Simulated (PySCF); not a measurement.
PySCF input file for C3H3, SMILES C#C[CH2] (connectivity only; charge and spin as stated), charge +1, multiplicity 1, TDA-B3LYP/def2-SVPD. The structure is a stationary point at PBE0-D3(BJ)/def2-TZVP. The spin state was assumed, not searched. The isomer is the one that the SMILES or the coordinates give; other isomers of the formula were not compared.

```python
import numpy as np
from pyscf import gto, scf, dft, tdscf

mol = gto.M(
    atom='''
    C     0.00000000   -0.00000000    1.32802957
    C     0.00000000    0.00000000    0.10399704
    C     0.00000000    0.00000000   -1.23568887
    H     0.00000000   -0.00000000    2.40405449
    H     0.00000000   -0.93869587   -1.79104049
    H     0.00000000    0.93869586   -1.79104049
    ''',
    basis='def2-SVPD',
    charge=1,
    spin=0,
    symmetry=True,
    max_memory=1600,
    verbose=4,
)
mf = dft.RKS(mol, xc='b3lyp').density_fit(auxbasis='def2-universal-jkfit')
mf.grids.level = 3
mf.conv_tol = 1e-9
mf.max_cycle = 100
mf.kernel()
mf.grids = dft.Grids(mol).set(level=1).build(with_non0tab=True)  # coarser grid for the response kernel
td = tdscf.TDA(mf)
td.singlet = True
td.nstates = 10
td.conv_tol = 1e-4
td.kernel(x0=td.get_init_guess(mf, 15))
td.analyze()
tt = tdscf.TDA(mf)
tt.singlet = False
tt.nstates = 4
tt.conv_tol = 1e-4
tt.kernel(x0=tt.get_init_guess(mf, 9))
tt.analyze(verbose=3)
```

Program output:

```
PySCF version 2.14.0

[INPUT] verbose = 4
[INPUT] num. atoms = 6
[INPUT] num. electrons = 20
[INPUT] charge = 1
[INPUT] spin (= nelec alpha-beta = 2S) = 0
[INPUT] symmetry True subgroup None
[INPUT] Mole.unit = angstrom
[INPUT] Symbol           X                Y                Z      unit          X                Y                Z       unit  Magmom
[INPUT]  1 C      0.000000000000   0.000000000000   1.328029570000 AA    0.000000000000   0.000000000000   2.509612172624 Bohr   0.0
[INPUT]  2 C      0.000000000000   0.000000000000   0.103997040000 AA    0.000000000000   0.000000000000   0.196525923365 Bohr   0.0
[INPUT]  3 C      0.000000000000   0.000000000000  -1.235688870000 AA    0.000000000000   0.000000000000  -2.335113539473 Bohr   0.0
[INPUT]  4 H      0.000000000000   0.000000000000   2.404054490000 AA    0.000000000000   0.000000000000   4.543004574631 Bohr   0.0
[INPUT]  5 H      0.000000000000  -0.938695870000  -1.791040490000 AA    0.000000000000  -1.773878108560  -3.384576004107 Bohr   0.0
[INPUT]  6 H      0.000000000000   0.938695860000  -1.791040490000 AA    0.000000000000   1.773878089663  -3.384576004107 Bohr   0.0

nuclear repulsion = 53.7204480100363
point group symmetry = C2v
symmetry origin: [ 0.00000000e+00 -8.99869576e-10 -4.49934798e-09]
symmetry axis x: [1. 0. 0.]
symmetry axis y: [ 0.00000000e+00  1.00000000e+00 -5.92250625e-10]
symmetry axis z: [0.00000000e+00 5.92250625e-10 1.00000000e+00]
num. orbitals of irrep A1 = 40
num. orbitals of irrep A2 = 8
num. orbitals of irrep B1 = 16
num. orbitals of irrep B2 = 20
number of shells = 36
number of NR pGTOs = 120
number of NR cGTOs = 84
basis = def2-SVPD
ecp = {}


[settings echo left out]
init E= -116.168118963216
HOMO (B2) = -0.322029021236706  LUMO (B1) = -0.211468413842813  gap/eV = 3.00851
cycle= 1 E= -115.588941878974  delta_E= 0.579  |g|= 0.23  |ddm|= 7.58
HOMO (B2) = -0.552261729363274  LUMO (B1) = -0.441877616693222  gap/eV = 3.00370
cycle= 2 E= -115.563371181254  delta_E= 0.0256  |g|= 0.387  |ddm|= 1.69
HOMO (B2) = -0.573541583725489  LUMO (B1) = -0.424581658479173  gap/eV = 4.05341
cycle= 3 E= -115.600819132551  delta_E= -0.0374  |g|= 0.117  |ddm|= 0.457
HOMO (B2) = -0.562540777861206  LUMO (B1) = -0.418421935206964  gap/eV = 3.92167
cycle= 4 E= -115.604236958164  delta_E= -0.00342  |g|= 0.0523  |ddm|= 0.164
HOMO (B2) = -0.558997899901354  LUMO (B1) = -0.414910106891347  gap/eV = 3.92083
cycle= 5 E= -115.604949363312  delta_E= -0.000712  |g|= 0.00837  |ddm|= 0.0691
HOMO (B2) = -0.560875926836339  LUMO (B1) = -0.416173447250222  gap/eV = 3.93756
cycle= 6 E= -115.60497013564  delta_E= -2.08e-05  |g|= 0.00101  |ddm|= 0.0165
HOMO (B2) = -0.560665883188636  LUMO (B1) = -0.415930882911528  gap/eV = 3.93844
cycle= 7 E= -115.604970460692  delta_E= -3.25e-07  |g|= 0.000149  |ddm|= 0.00369
HOMO (B2) = -0.560697886362134  LUMO (B1) = -0.41594807433385  gap/eV = 3.93884
cycle= 8 E= -115.604970469222  delta_E= -8.53e-09  |g|= 4.91e-05  |ddm|= 0.000604
HOMO (B2) = -0.560699911832399  LUMO (B1) = -0.41594399404539  gap/eV = 3.93901
cycle= 9 E= -115.604970470145  delta_E= -9.24e-10  |g|= 4.13e-06  |ddm|= 0.000145
HOMO (B2) = -0.560699691621323  LUMO (B1) = -0.415943225182985  gap/eV = 3.93902
Extra cycle  E= -115.604970470149  delta_E= -3.58e-12  |g|= 3.02e-06  |ddm|= 2.93e-05
converged SCF energy = -115.604970470149
tot grids = 22960


******** <class 'pyscf.tdscf.rks.TDA'> for <class 'pyscf.df.df_jk.DFSymAdaptedRKS'> ********
nstates = 10 singlet
deg_eia_thresh = 1.000e-03
wfnsym = None
conv_tol = 0.0001
eigh lindep = 1e-12
eigh level_shift = 0
eigh max_cycle = 100


Excitation energies (eV)
[ 2.27593801  5.8375413   7.04130058  7.85692215  8.33830262  8.60260915
  9.37031216  9.76028494  9.79321586 10.72256271]

** Singlet excitation energies and oscillator strengths **
Excited State   1:   A2      2.27594 eV    544.76 nm  f=0.0000
      10 -> 11       -0.70627
Excited State   2:   A1      5.83754 eV    212.39 nm  f=0.1372
       9 -> 11        0.59518
      10 -> 12       -0.35273
Excited State   3:   A2      7.04130 eV    176.08 nm  f=0.0000
       8 -> 11        0.70346
Excited State   4:   B1      7.85692 eV    157.80 nm  f=0.0117
       7 -> 11       -0.70349
Excited State   5:   A2      8.33830 eV    148.69 nm  f=0.0000
       9 -> 12       -0.66511
      10 -> 13        0.23242
Excited State   6:   A2      8.60261 eV    144.12 nm  f=0.0000
       9 -> 12        0.23531
      10 -> 13        0.66403
Excited State   7:   B1      9.37031 eV    132.32 nm  f=0.0009
       6 -> 11       -0.70126
Excited State   8:   A1      9.76028 eV    127.03 nm  f=1.1347
       9 -> 11       -0.29730
       9 -> 13        0.38962
      10 -> 12       -0.46031
      10 -> 21       -0.11407
Excited State   9:   B2      9.79322 eV    126.60 nm  f=0.0150
      10 -> 14        0.70334
Excited State  10:   B2     10.72256 eV    115.63 nm  f=0.0000
      10 -> 15        0.69461
      10 -> 16       -0.10009

** Transition electric dipole moments (AU) **
state          X           Y           Z        Dip. S.      Osc.
  1         0.0000      0.0000     -0.0000      0.0000      0.0000
  2        -0.0000      0.0000     -0.9796      0.9596      0.1372
  3         0.0000      0.0000      0.0000      0.0000      0.0000
  4         0.2470      0.0000     -0.0000      0.0610      0.0117
  5         0.0000      0.0000     -0.0000      0.0000      0.0000
  6         0.0000      0.0000     -0.0000      0.0000      0.0000
  7        -0.0638     -0.0000     -0.0000      0.0041      0.0009
  8        -0.0000      0.0000      2.1784      4.7454      1.1347
  9         0.0000      0.2501      0.0000      0.0626      0.0150
 10        -0.0000      0.0074      0.0000      0.0001      0.0000

** Transition velocity dipole moments (imaginary part, AU) **
state          X           Y           Z        Dip. S.      Osc.
  1         0.0000     -0.0000      0.0000      0.0000      0.0000
  2        -0.0000      0.0000      0.0166      0.0003      0.0009
  3         0.0000     -0.0000     -0.0000      0.0000      0.0000
  4         0.0501     -0.0000     -0.0000      0.0025      0.0058
  5        -0.0000     -0.0000      0.0000      0.0000      0.0000
  6         0.0000     -0.0000     -0.0000      0.0000      0.0000
  7        -0.0127     -0.0000      0.0000      0.0002      0.0003
  8        -0.0000     -0.0000      0.3389      0.1149      0.2135
  9         0.0000      0.0804     -0.0000      0.0065      0.0120
 10        -0.0000      0.0348      0.0000      0.0012      0.0020

** Transition magnetic dipole moments (imaginary part, AU) **
state          X           Y           Z
  1        -0.0000      0.0000      1.0081
  2        -0.0000      0.0000      0.0000
  3         0.0000      0.0000      0.8624
  4         0.0000      0.5096     -0.0000
  5         0.0000     -0.0000      0.1926
  6         0.0000      0.0000      0.1391
  7        -0.0000      1.5753     -0.0000
  8        -0.0000      0.0000      0.0000
  9         0.8907     -0.0000      0.0000
 10         0.1009     -0.0000     -0.0000


******** <class 'pyscf.tdscf.rks.TDA'> for <class 'pyscf.df.df_jk.DFSymAdaptedRKS'> ********
nstates = 4 triplet
deg_eia_thresh = 1.000e-03
wfnsym = None
conv_tol = 0.0001
eigh lindep = 1e-12
eigh level_shift = 0
eigh max_cycle = 100


Excitation energies (eV)
[1.80718192 2.72492949 5.63985648 6.33864063]

** Triplet excitation energies and oscillator strengths **
Excited State   1:   A2      1.80718 eV    686.06 nm  f=0.0000
Excited State   2:   A1      2.72493 eV    455.00 nm  f=0.0000
Excited State   3:   A1      5.63986 eV    219.84 nm  f=0.0000
Excited State   4:   A2      6.33864 eV    195.60 nm  f=0.0000
```

The run converged.
